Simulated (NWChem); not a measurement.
**A calculation on hydronium (H3O (+1))**

```xyz
4

O      0.0000     0.0774     0.0000
H     -0.4720    -0.2067     0.8177
H     -0.4720    -0.2067    -0.8177
H      0.9443    -0.2062     0.0000
```
Charge +1, spin multiplicity 1.

All runs are NWChem calculations. All single points use one geometry, from B3LYP/def2-SVP, a minimum by its harmonic frequencies.

Static limit.

Give the polarisability tensor in bohr³ at BHandHLYP/aug-cc-pVDZ, in the frame of the coordinates, and its isotropic mean.


```
6.94  0.00  0.00
0.00  5.44  0.00
0.00  0.00  6.94
```
Mean (one third of the trace): 6.44 bohr³.
